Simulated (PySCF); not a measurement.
These 6 structures share the formula C7H5FO2. Theory: PBE0-D3(BJ)/def2-SVP geometry optimisation, gas phase in PySCF 2.14.0. Energies are electronic, without zero-point or thermal terms, for one conformer each. No frequencies were run at this level. Point groups hold within 0.08 Å.

**Question.** Order them by energy at this level, lowest first, and give relative energies in kJ/mol.
A. `[CH:1]#[C:2][C:3]1=[CH:4][O:5][C:6]([CH2:7][F:8])=[CH:9][O:10]1` with O5–C6–C7–F8 179°
B. `[O:1]=[C:2]([OH:3])[c:4]1[cH:5][cH:6][cH:7][c:8]([F:9])[cH:10]1` with O1–C2–O3–H 0°, O1–C2–C4–C5 -1°
C. `[O:1]=[C:2]([OH:3])[c:4]1[cH:5][cH:6][c:7]([F:8])[cH:9][cH:10]1` with O1–C2–O3–H 0°, O1–C2–C4–C5 1°
D. `[O:1]=[C:2]([OH:3])[c:4]1[cH:5][cH:6][cH:7][cH:8][c:9]1[F:10]` with O1–C2–O3–H 0°, O1–C2–C4–C5 -1°
E. `[CH2:1]=[CH:2][c:3]1[cH:4][c:5]([F:6])[o:7][c:8](=[O:9])[cH:10]1` with C1–C2–C3–C4 1°
F. `[O:1]=[C:2]([F:3])[c:4]1[cH:5][cH:6][c:7]([OH:8])[cH:9][cH:10]1` with O1–C2–C4–C5 180°, C6–C7–O8–H 180°

**Answer.** C (0.0), B (3.7), F (7.8), D (14.2), E (154.3), A (487.1).

As drawn, the lowest has an aromatic ring, a C=O bond and an O–H bond, which the highest lacks; the highest has a C≡C bond and a C=C bond outside aromatic rings, which the lowest lacks. Neighbours under 10 kJ/mol apart (O=C(O)c1ccc(F)cc1 and O=C(O)c1cccc(F)c1; O=C(O)c1cccc(F)c1 and O=C(F)c1ccc(O)cc1; O=C(F)c1ccc(O)cc1 and O=C(O)c1ccccc1F) can change places with a better method, another conformer or zero-point energy.

```json
{"SMILES": "O=C(O)c1ccc(F)cc1", "E (Eh)": "-519.13325", "E rel (kJ/mol)": "0.0", "dipole (D)": "1.42", "point group": "–", "A, B, C (MHz)": "3881, 776.8, 647.3"}
{"SMILES": "O=C(O)c1cccc(F)c1", "E (Eh)": "-519.13185", "E rel (kJ/mol)": "3.7", "dipole (D)": "0.46", "point group": "Cs", "A, B, C (MHz)": "2655, 938.0, 693.1"}
{"SMILES": "O=C(F)c1ccc(O)cc1", "E (Eh)": "-519.13028", "E rel (kJ/mol)": "7.8", "dipole (D)": "4.40", "point group": "Cs", "A, B, C (MHz)": "3824, 784.8, 651.1"}
{"SMILES": "O=C(O)c1ccccc1F", "E (Eh)": "-519.12784", "E rel (kJ/mol)": "14.2", "dipole (D)": "1.69", "point group": "Cs", "A, B, C (MHz)": "2303, 1215, 795.5"}
{"SMILES": "C=Cc1cc(F)oc(=O)c1", "E (Eh)": "-519.07447", "E rel (kJ/mol)": "154.3", "dipole (D)": "4.85", "point group": "–", "A, B, C (MHz)": "1968, 1108, 708.7"}
{"SMILES": "C#CC1=COC(CF)=CO1", "E (Eh)": "-518.94772", "E rel (kJ/mol)": "487.1", "dipole (D)": "1.63", "point group": "near Cs", "A, B, C (MHz)": "4625, 707.3, 616.7"}
```
